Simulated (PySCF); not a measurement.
Species: (H2In-mu-Cl)2.
Bonds: In1–Cl4, In1–Cl8, Cl4–In5, In5–Cl8. Hydrogens: H2, H3 on In1; H6, H7 on In5.

Computed by this run: PBE0-D3(BJ)/def2-SVP geometry optimisation, gas phase, def2 core potentials past Kr (PySCF); density fitting, grid level 1; the optimiser is geomeTRIC in internal coordinates, started from a GFN2-xTB structure.

At the end of the run (lengths in Å): In5–Cl8 2.579, In1–Cl8 2.579, Cl4–In5 2.579, In1–Cl4 2.578, In1–H2 1.707, In5–H6 1.707, In5–H7 1.707, H2–In1–H3 140.2°, H2–In1–Cl4 104.2°, H2–In1–Cl8 104.6°, Cl4–In1–Cl8 86.3°, Cl8–In1–Cl4–In5 0°, Cl4–In1–Cl8–In5 0°, In1–Cl4–In5–Cl8 0°.

**Question.** These geometries were met on the way; a selection of coordinates is given. Order them by energy above the end point, lowest first.
A. In5–Cl8 2.486, In1–Cl8 2.486, Cl4–In5 2.486, In1–Cl4 2.487, In1–H2 1.684, In5–H6 1.685, In5–H7 1.684, H2–In1–H3 130.7°, H2–In1–Cl4 107.9°, H2–In1–Cl8 108.3°, Cl4–In1–Cl8 84.2°, Cl8–In1–Cl4–In5 0°, Cl4–In1–Cl8–In5 0°, In1–Cl4–In5–Cl8 0°
B. In5–Cl8 2.561, In1–Cl8 2.559, Cl4–In5 2.559, In1–Cl4 2.561, In1–H2 1.724, In5–H6 1.724, In5–H7 1.724, H2–In1–H3 132.7°, H2–In1–Cl4 107.1°, H2–In1–Cl8 107.5°, Cl4–In1–Cl8 84.8°, Cl8–In1–Cl4–In5 0°, Cl4–In1–Cl8–In5 0°, In1–Cl4–In5–Cl8 0°
C. In5–Cl8 2.584, In1–Cl8 2.583, Cl4–In5 2.583, In1–Cl4 2.584, In1–H2 1.706, In5–H6 1.706, In5–H7 1.706, H2–In1–H3 138.5°, H2–In1–Cl4 104.8°, H2–In1–Cl8 105.3°, Cl4–In1–Cl8 85.9°, Cl8–In1–Cl4–In5 0°, Cl4–In1–Cl8–In5 0°, In1–Cl4–In5–Cl8 0°

**Answer.** C (0.002 eV), B (0.038 eV), A (0.188 eV).

```tsv
step	E above end (eV)	rms distance from the end, all atoms (Å)	largest force (eV/Å)	rms shift of all bonds from the end (Å)
3	0.002	0.025	0.054	0.004
1	0.038	0.089	0.378	0.017
0	0.188	0.095	1.020	0.067
```

Rows stand in the order of the answer.
